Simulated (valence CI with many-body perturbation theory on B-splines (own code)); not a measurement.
Values are calculated unless marked as measured or tabulated.
# Energy levels of V16+

Method: valence CI with perturbative core correlation (CI+MBPT): five valence electrons over a frozen Dirac-Fock core [He], a basis of 11 s, 11 p, 10 d, 8 f, 5 g, 2 h functions for each j, with the one-electron correlation potential Σ1 (screened to all orders), the two-electron term Σ2, the three-electron term Σ3, Breit, model QED; selected single and double excitations, second order for the rest, scaled by the run's own slope (own B-spline code, finite nucleus).

No measured spectrum was set against this ion. As an estimate, levels of excited configurations hold to 0.05 to 0.15 % of their energy, terms of the ground configuration to about 0.5 %. Among the levels kept, up to 5400 cm⁻¹ of a level comes from second order outside the variational space, and about a tenth of that is noise between levels of different J, which matters for small intervals.

Levels 136 to 180 of 202, with energies above the lowest level, 2s²2p³ ⁴S°_3/2. "Leading %" is the weight of the configuration and term that name the level; weights of strongly mixed levels are sums over their largest components and can fall short. In the jj column 3d3/2^4 stands for four electrons in 3d with j = 3/2.

| No. | Configuration | Term | J | E (× 10³ cm⁻¹) | Leading % | Second component | Leading jj |
| --- | --- | --- | --- | --- | --- | --- | --- |
| 136 | 2s2p³3d | ⁴F° | 7/2 | 6346.5 | 77 | 20 % 2s2p³3d ⁴G° | 2s 2p1/2 2p3/2^2 3d3/2 (48 %) |
| 137 | 2s2p³3d | ⁴F° | 9/2 | 6355.7 | 53 | 46 % 2s2p³3d ⁴G° | 2s 2p1/2 2p3/2^2 3d5/2 (57 %) |
| 138 | 2s2p³3d | ⁴G° | 5/2 | 6359.4 | 84 | 10 % 2s2p³3d ⁴F° | 2s 2p1/2^2 2p3/2 3d3/2 (35 %) |
| 139 | 2s2p³3d | ⁴G° | 7/2 | 6360.5 | 71 | 24 % 2s2p³3d ⁴F° | 2s 2p1/2 2p3/2^2 3d3/2 (28 %) |
| 140 | 2s2p³3p | ²S | 1/2 | 6360.9 | 82 | 5 % 2s2p³3p ²P | 2s 2p1/2 2p3/2^2 3p3/2 (35 %) |
| 141 | 2s2p³3d | ⁴F° | 9/2 | 6363.7 | 55 | 45 % 2s2p³3d ⁴G° | 2s 2p1/2 2p3/2^2 3d5/2 (73 %) |
| 142 | 2s2p³3s | ²P° | 3/2 | 6365.3 | 87 | 8 % 2s2p³3s ⁴S° | 2s 2p3/2^3 3s (56 %) |
| 143 | 2s2p³3s | ²P° | 1/2 | 6367.7 | 83 | 13 % 2s2p³3s ²S° | 2s 2p3/2^3 3s (56 %) |
| 144 | 2s2p³3d | ⁴G° | 11/2 | 6368.1 | 100 |  | 2s 2p1/2 2p3/2^2 3d5/2 (100 %) |
| 145 | 2s2p³3d | ⁴D° | 1/2 | 6377.9 | 91 |  | 2s 2p1/2 2p3/2^2 3d3/2 (39 %) |
| 146 | 2s2p³3d | ⁴D° | 3/2 | 6380.9 | 87 | 4 % 2s2p³3d ²P° | 2s 2p1/2 2p3/2^2 3d3/2 (36 %) |
| 147 | 2s2p³3d | ⁴D° | 5/2 | 6386.3 | 83 | 15 % 2s2p³3d ⁴P° | 2s 2p1/2 2p3/2^2 3d5/2 (45 %) |
| 148 | 2s2p³3d | ⁴D° | 7/2 | 6389.3 | 90 | 6 % 2s2p³3d ²G° | 2s 2p1/2 2p3/2^2 3d5/2 (53 %) |
| 149 | 2s2p³3d | ²S° | 1/2 | 6389.4 | 83 | 11 % 2s2p³3d ⁴P° | 2s 2p1/2 2p3/2^2 3d5/2 (34 %) |
| 150 | 2s2p³3d | ²G° | 7/2 | 6398.2 | 87 | 6 % 2s2p³3d ⁴D° | 2s 2p1/2 2p3/2^2 3d5/2 (41 %) |
| 151 | 2s2p³3d | ²G° | 9/2 | 6399.3 | 92 | 5 % 2s2p³3d ⁴F° | 2s 2p1/2 2p3/2^2 3d3/2 (64 %) |
| 152 | 2s2p³3d | ⁴P° | 5/2 | 6405.0 | 83 | 13 % 2s2p³3d ⁴D° | 2s 2p1/2 2p3/2^2 3d3/2 (54 %) |
| 153 | 2s2p³3p | ⁴P | 3/2 | 6411.5 | 48 | 43 % 2s2p³3p ²P | 2s 2p1/2 2p3/2^2 3p1/2 (53 %) |
| 154 | 2s2p³3d | ⁴P° | 1/2 | 6412.3 | 89 | 8 % 2s2p³3d ²S° | 2s 2p1/2 2p3/2^2 3d5/2 (56 %) |
| 155 | 2s2p³3d | ⁴P° | 3/2 | 6412.4 | 72 | 18 % 2s2p³3d ²P° | 2s 2p1/2 2p3/2^2 3d3/2 (67 %) |
| 156 | 2s2p³3p | ²P | 1/2 | 6412.5 | 56 | 35 % 2s2p³3p ⁴P | 2s 2p1/2 2p3/2^2 3p1/2 (41 %) |
| 157 | 2s2p³3d | ²P° | 3/2 | 6418.4 | 47 | 32 % 2s2p³3d ⁴P° | 2s 2p1/2 2p3/2^2 3d5/2 (37 %) |
| 158 | 2s2p³3d | ²D° | 5/2 | 6422.5 | 79 | 12 % 2s2p³3d ²F° | 2s 2p1/2 2p3/2^2 3d5/2 (36 %) |
| 159 | 2s2p³3p | ⁴P | 5/2 | 6426.6 | 85 | 7 % 2s2p³3p ²D | 2s 2p1/2 2p3/2^2 3p3/2 (56 %) |
| 160 | 2s2p³3d | ⁴S° | 3/2 | 6427.8 | 67 | 22 % 2s2p³3d ²P° | 2s 2p1/2 2p3/2^2 3d5/2 (61 %) |
| 161 | 2s2p³3d | ²P° | 1/2 | 6429.9 | 91 |  | 2s 2p1/2 2p3/2^2 3d5/2 (60 %) |
| 162 | 2s2p³3p | ⁴P | 1/2 | 6432.8 | 49 | 36 % 2s2p³3p ²P | 2s 2p1/2 2p3/2^2 3p3/2 (38 %) |
| 163 | 2s2p³3p | ²P | 3/2 | 6434.2 | 52 | 41 % 2s2p³3p ⁴P | 2s 2p1/2 2p3/2^2 3p3/2 (44 %) |
| 164 | 2s2p³3p | ²F | 5/2 | 6437.1 | 91 | 5 % 2s2p³3p ²D | 2s 2p1/2 2p3/2^2 3p1/2 (52 %) |
| 165 | 2s2p³3p | ²F | 7/2 | 6447.4 | 96 |  | 2s 2p1/2 2p3/2^2 3p3/2 (73 %) |
| 166 | 2s2p³3d | ²D° | 3/2 | 6452.3 | 90 |  | 2s 2p1/2 2p3/2^2 3d5/2 (48 %) |
| 167 | 2s2p³3d | ²F° | 7/2 | 6459.4 | 81 | 11 % 2s2p³3d ⁴F° | 2s 2p1/2 2p3/2^2 3d5/2 (39 %) |
| 168 | 2s2p³3d | ²F° | 5/2 | 6462.0 | 66 | 19 % 2s2p³3d ²D° | 2s 2p1/2 2p3/2^2 3d5/2 (60 %) |
| 169 | 2s2p³3d | ⁴F° | 7/2 | 6472.0 | 70 | 12 % 2s2p³3d ⁴D° | 2s 2p1/2 2p3/2^2 3d5/2 (56 %) |
| 170 | 2s2p³3d | ⁴F° | 5/2 | 6472.4 | 77 | 9 % 2s2p³3d ⁴D° | 2s 2p1/2 2p3/2^2 3d3/2 (39 %) |
| 171 | 2s2p³3d | ⁴F° | 3/2 | 6473.0 | 93 |  | 2s 2p1/2 2p3/2^2 3d3/2 (76 %) |
| 172 | 2s2p³3p | ²D | 3/2 | 6473.1 | 93 |  | 2s 2p1/2 2p3/2^2 3p3/2 (44 %) |
| 173 | 2s2p³3d | ⁴F° | 9/2 | 6474.5 | 82 | 8 % 2s2p³3d ²G° | 2s 2p3/2^3 3d5/2 (58 %) |
| 174 | 2s2p³3p | ²D | 5/2 | 6475.3 | 93 |  | 2s 2p1/2 2p3/2^2 3p3/2 (56 %) |
| 175 | 2s2p³3d | ⁴P° | 1/2 | 6484.5 | 88 | 4 % 2s2p³3d ²S° | 2s 2p3/2^3 3d3/2 (49 %) |
| 176 | 2s2p³3d | ⁴P° | 5/2 | 6487.8 | 81 | 11 % 2s2p³3d ⁴D° | 2s 2p1/2 2p3/2^2 3d5/2 (65 %) |
| 177 | 2s2p³3d | ⁴P° | 3/2 | 6488.0 | 69 | 14 % 2s2p³3d ⁴S° | 2s 2p1/2 2p3/2^2 3d3/2 (31 %) |
| 178 | 2s2p³3d | ⁴D° | 1/2 | 6500.5 | 92 |  | 2s 2p1/2 2p3/2^2 3d3/2 (53 %) |
| 179 | 2s2p³3d | ⁴D° | 3/2 | 6500.9 | 69 | 20 % 2s2p³3d ²D° | 2s 2p1/2 2p3/2^2 3d5/2 (26 %) |
| 180 | 2s2p³3d | ⁴D° | 7/2 | 6503.8 | 78 | 12 % 2s2p³3d ²F° | 2s 2p3/2^3 3d5/2 (39 %) |

Names give the largest LS component (configuration and term), which can be under half, so a name can repeat, a term be missing and a line seem to break the LS rules; names also repeat where a configuration has a term twice.
